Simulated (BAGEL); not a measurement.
## C2HF3O2 (trifluoroacetic acid): the vertical energy of the triplet above the singlet from total energies

C2HF3O2: 8 atoms, total charge 0, spin state singlet. As SMILES, `O=C(O)C(F)(F)F`. Geometry: relaxed at PBE0-D4/def2-TZVP. This is one conformer, not always the lowest.

```xyz
8

O     1.7014   -0.3094    0.2297
C     0.5115   -0.3500    0.2143
O    -0.2533   -1.3047    0.7299
C    -0.3714    0.7414   -0.4313
F     0.3822    1.6951   -0.9461
F    -1.1808    1.2800    0.4796
F    -1.1198    0.2168   -1.4007
H     0.3302   -1.9691    1.1245
```

Both states at this one shape; open shells run unrestricted unless said. 1 Eh = 27.2114 eV.

```
                                                                           level  program  singlet C2HF3O2 (Eh)  triplet C2HF3O2 (Eh)
  HF/ANO-RCC-MB (DKH2, density fitting with tzvpp-jkfit), open shells restricted    BAGEL           -524.344679           -524.209943
 HF/ANO-RCC-VDZ (DKH2, density fitting with tzvpp-jkfit), open shells restricted    BAGEL           -524.708798           -524.560979
HF/ANO-RCC-VDZP (DKH2, density fitting with tzvpp-jkfit), open shells restricted    BAGEL           -524.966895           -524.799277
HF/ANO-RCC-VTZP (DKH2, density fitting with tzvpp-jkfit), open shells restricted    BAGEL           -525.018623           -524.850151
```

**Question.** Work out the vertical gap, second state less first, at each level.

**Answer.** 
1. HF/ANO-RCC-MB (DKH2, density fitting with tzvpp-jkfit), open shells restricted: -524.209943 − (-524.344679) = 0.134736 Eh = 3.67 eV.
2. HF/ANO-RCC-VDZ (DKH2, density fitting with tzvpp-jkfit), open shells restricted: -524.560979 − (-524.708798) = 0.147819 Eh = 4.02 eV.
3. HF/ANO-RCC-VDZP (DKH2, density fitting with tzvpp-jkfit), open shells restricted: -524.799277 − (-524.966895) = 0.167618 Eh = 4.56 eV.
4. HF/ANO-RCC-VTZP (DKH2, density fitting with tzvpp-jkfit), open shells restricted: -524.850151 − (-525.018623) = 0.168472 Eh = 4.58 eV.

No measured value is set beside it here; the levels span 3.67 to 4.58 eV. Minimal sets are far from the basis-set limit.
